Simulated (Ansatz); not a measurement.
Total energies of the cluster Mg3Zn⁺ (the lowest doublet isomer of a short search) from Ansatz at r2SCAN/def2-TZVP, gas phase (1 Eh = 27.2114 eV = 2625.5 kJ/mol). The reference geometry is relaxed at PBE/def2-TZVP.

Cartesian coordinates in Å:
```
Mg -0.8962 0.4817 1.3159
Mg -0.7073 -2.4860 0.2981
Mg 0.9362 2.3991 -0.3712
Zn 0.6673 -0.3948 -1.2428
```

| state | geometry | energy (Eh) |
| --- | --- | --- |
| charge 1 doublet | reference | -2379.30871 |
| charge 0 singlet | reference | -2379.49831 |
| charge 1 quartet | relaxed at PBE/def2-TZVP | -2379.26755 |

(1) Work out the vertical electron affinity, to the singlet.

(2) Which of the charge 1 states is lowest, and how far above it are the others?

(1) E(charge 1 doublet) − E(charge 0 singlet) = -2379.30871 − (-2379.49831) = 0.18960 Eh = 5.16 eV.

(2) The doublet. quartet: -2379.26755 − (-2379.30871) = 0.04116 Eh = 108.1 kJ/mol. The quartet differs in its bonds from the reference.

The structure comes from a short search, and lower isomers may exist.
